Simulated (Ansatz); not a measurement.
**Interaction energy ladder**

The pair of HBr (SMILES Br, atoms 1–2) and H₂S (SMILES S, atoms 3–5), both closed shells, in one local arrangement (a lower one may exist), relaxed at PBE0-D4/def2-TZVP:

Br1  (-0.462, 0.513, -2.497)
H2  (-0.077, 0.011, -1.199)
S3  (0.469, -0.662, 0.984)
H4  (0.856, 0.582, 1.307)
H5  (-0.786, -0.443, 1.405)
(Å)

Ansatz 0.2.0; basis: def2-TZVPPD, with def2-QZVPPD for the basis limit; cores frozen in the correlated methods. Filled d shells of the heavier atoms are correlated. The def2 sets are not built for correlating such inner shells, so the correlated values are less sure here. B3LYP uses VWN-RPA correlation. Extrapolation: Hartree–Fock as exp(−7.88 √X), correlation as X^−2.97. Interaction energies count from these two fragments, frozen as in the pair, with the counterpoise correction; negative means bound.

What is the interaction energy by CCSD(T) at an estimated basis limit (MP2 extrapolated from triple and quadruple zeta, plus CCSD(T) − MP2 in triple zeta)? (Judge from chemistry; the value comes from the calculation.)

Computed: -12.6 kJ/mol. Hartree–Fock alone gives 1.6 kJ/mol at the basis limit, so without correlation the pair would not bind at this distance. It counts from the two fragments frozen as in the pair.

The same quantity by other methods in triple zeta, and each one's difference from that estimate:
```tsv
method	E_int (kJ/mol)	difference
PBE-D4	-19.9	-7.3
revPBE-D4	-17.1	-4.5
BLYP-D4	-16.2	-3.6
r2SCAN-D4	-16.7	-4.1
B97M-V	-13.5	-0.8
PBE0-D4	-17.6	-5.0
B3LYP-D4	-15.5	-2.9
HSE06-D4	-17.7	-5.1
wB97X-V	-12.3	0.3
wB97M-V	-12.0	0.6
B2PLYP	-10.5	2.1
HF	1.4	14.0
MP2	-12.8	-0.2
CCSD	-7.3	5.3
CCSD(T)	-9.4	3.2
```
Differences are method less estimate.

Which atoms make the shortest contact between the fragments?

H2 and S3, 2.35 Å apart.

Basis-set superposition shift (counterpoise-corrected less uncorrected): CCSD(T) 3.3; MP2 3.3; HF 0.6; PBE0-D4 0.6; wB97M-V 0.7 kJ/mol.

No T1 diagnostic of these runs exceeds 0.011.

For scale, one of the runs: CCSD(T)/def2-TZVPPD, 159 basis functions, launched by `ansatz run in.yaml --threads 2 --pin off --events-out ev --progress --plain --max-ram 5222MiB`. The run took 21 s on 2 CPU threads of an Arm Neoverse V2 (shared host), with 1.1 GiB of host memory at its peak.
